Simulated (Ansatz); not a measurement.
Ideal-gas functions of CH$_{4}$INOSi, SMILES `N=C(I)O[SiH3]` at 800 K and 1 bar, from an Ansatz frequency run at PBE0-D4/def2-TZVP.

Molar mass 201.04 g/mol, point group Cs (symmetry number 1), electronic degeneracy 1, moments of inertia 67.722, 604.692, 666.485 u Å². Harmonic wavenumbers (cm⁻¹, unscaled): 42, 114, 136, 230, 344, 544, 646, 701, 747, 774, 802, 940, 943, 955, 1089, 1220, 1727, 2243, 2248, 2292, 3473.

Use S(trans) = R[1.5 ln M + 2.5 ln T − 1.1517]; rotational temperatures θ = 24.2544 K / I; S(rot) = R[ln(√π/σ · √(T³/θAθBθC)) + 1.5]; for each mode x = 1.438777 ν̃/T, S = R[x/(eˣ − 1) − ln(1 − e⁻ˣ)] and H = RT x/(eˣ − 1); 1 cm⁻¹ = 0.0119627 kJ/mol; R = 8.31446 J/(mol·K).

Problem. By hand: the entropy, in J/(mol·K).

Solution. Translation 195.5. Rotation: θ = 0.3581, 0.0401, 0.0364 K, giving 132.0. Vibration, mode by mode: 29.79, 21.50, 20.04, 15.71, 12.44, 8.82, 7.52, 6.92, 6.46, 6.20, 5.95, 4.87, 4.85, 4.77, 3.94, 3.27, 1.59, 0.75, 0.75, 0.70, 0.12, in all 167.0. Electronic 0.0. Sum 494.5 J/(mol·K).

Problem. By hand: H − E and G − E in kJ/mol, counted from the electronic energy.

Solution. Zero-point energy ½ × 22210 × 0.0119627 = 132.8; thermal vibration 62.4; translation, rotation and pV give 4 RT = 26.6. H − E = 221.8 kJ/mol, and G − E = 221.8 − 800 × 494.5/1000 = -173.8 kJ/mol.

Vibration gives 34 % of the entropy, 71.3 J/(mol·K) of it from the modes under 150 cm⁻¹: soft modes count most, and the harmonic formula is weakest for them. The sum counts one conformer and one mirror image; others add a mixing term.
